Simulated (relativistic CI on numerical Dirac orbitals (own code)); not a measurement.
Hyperfine structure of Hf⁴⁹⁺, mass number 177

Method of calculation: Dirac-Coulomb-Breit CI, orbitals from a KLI potential per configuration, model QED (radiative potential, 1s self-energy scaled to tabulated hydrogen-like ionisation energies), unscaled Slater integrals (own radial code, finite nucleus).

CI space (outside the closed core [Ne]): 3s2.3p6.3d5, 3s2.3p5.3d6, 3s2.3p4.3d7, 3s.3p6.3d6, 3p6.3d7, 3s.3p5.3d7, 3s2.3p6.3d4.4s, 3s2.3p6.3d4.4p, 3s2.3p4.3d6.4s, 3s2.3p5.3d5.4s, 3s2.3p6.3d4.4f, 3p6.3d6.4s, 3s2.3p6.3d3.4s2, 3s2.3p6.3d4.5s, 3p6.3d5.4s2. Levels of other configurations are missing.

Nuclear spin I = 7/2, μ = 0.791 μN, Q = 3.37 b (tables of Stone and Pyykkö). The electronic factors are computed for point nuclear moments, without core polarisation or the Bohr-Weisskopf and QED corrections.

```tsv
Level	E (cm⁻¹)	A (MHz)	B (MHz)
3s2.3p6.3d5 2D_3/2	744306	19660	-241000
3s2.3p6.3d5 4D_7/2	962949	7762	-11300
3s2.3p6.3d5 4G_9/2	983931	9867	-25400
```

Levels with J = 0, under 50 % of one LS term, or S terms without an open s electron are left out. Small factors come from cancelling terms and can be off by tens of per cent or more.

At this charge energies of transitions that change n are usually good to better than 1 %, and those within a shell (Δn = 0) to a few per cent.

(1) Give the hyperfine levels of 3s2.3p6.3d5 2D_3/2 relative to its centre of gravity.

Answers

(1) With K = F(F + 1) − I(I + 1) − J(J + 1), E = AK/2 + B[¾K(K + 1) − I(I + 1)J(J + 1)]/[2I(2I − 1)J(2J − 1)]: F = 2: -262000, F = 3: -30620, F = 4: 117000, F = 5: 42870 MHz.

LS names give the leading component of a level, which can be under half, so a name can repeat, a term be missing and a line seem to break the LS rules.
